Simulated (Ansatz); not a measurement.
Start from `BN[SiH2]CO` and change one atom or group to get `OC[SiH2]S`.

Ansatz, PBE0-D4/def2-TZVP geometries, multiplicity 1. Each molecule was computed in one conformer, which needn't be the lowest.

```
                                          property  `BN[SiH2]CO`
               HOMO–LUMO gap (PBE/def2-TZVPP) / eV          4.69
size of the dipole moment (ωB97M-V/def2-TZVPP) / D          0.83
              HOMO–LUMO gap (PBE0/def2-TZVPP) / eV          7.08
               LUMO energy (B3LYP/def2-TZVPP) / eV         -0.62
             LUMO energy (ωB97M-V/def2-TZVPP) / eV          1.44
    size of the dipole moment (PBE/def2-TZVPP) / D          0.66
```

**Question.** What does the change do to each property? (Estimate.)

**Answer.** The calculation gave: 
| property | `OC[SiH2]S` | shift |
| --- | --- | --- |
| HOMO–LUMO gap (PBE/def2-TZVPP) / eV | 5.45 | 0.76 |
| size of the dipole moment (ωB97M-V/def2-TZVPP) / D | 2.60 | 1.77 |
| HOMO–LUMO gap (PBE0/def2-TZVPP) / eV | 7.56 | 0.48 |
| LUMO energy (B3LYP/def2-TZVPP) / eV | 0.02 | 0.64 |
| LUMO energy (ωB97M-V/def2-TZVPP) / eV | 1.93 | 0.49 |
| size of the dipole moment (PBE/def2-TZVPP) / D | 2.58 | 1.92 |

With PBE0 the HOMO rises by 0.22 eV and the LUMO rises by 0.70 eV, so the gap widens by about 0.48 eV. PBE moves the HOMO by 0.00 eV and ωB97M-V by 0.33 eV. Dipoles are sizes alone; their direction can turn.

B3LYP here is the variant with VWN-RPA as its local correlation; programs differ in this.
